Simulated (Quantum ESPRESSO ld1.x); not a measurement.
Values are calculated unless marked as measured or tabulated.
Task: These are the eigenvalues of the occupied orbitals of an atom or ion with whole-number occupations (hartree). Code: ld1.x of Quantum ESPRESSO 7.5. Model: scalar-relativistic Kohn-Sham, LDA (Slater exchange, Perdew-Wang correlation), spin-polarised, spherical densities, point nucleus.

orbital  eigenvalue
1s up      -1271.73
1s down    -1271.72
2s up      -246.808
2s down    -246.531
2p up      -228.092
2p down    -227.876
3s up      -88.6308
3s down    -88.3312
3p up      -82.6875
3p down    -82.3782
3d up      -75.0386

Which element is it, and in what charge state? The configuration may be excited. Open shells, if any, are filled with parallel spins first.

Result: Z = 53, iodine, charge +33: I33+ in [Ar] 3d2. The list shows which subshells hold electrons but not how many an open one holds; the 1s level, -1271.7 hartree, gives Z - s = 50.4 by -(Z - s)^2/2, which with screening and relativity narrows Z to a few neighbours, and the depths of the outer levels then fix element, charge and occupations together.
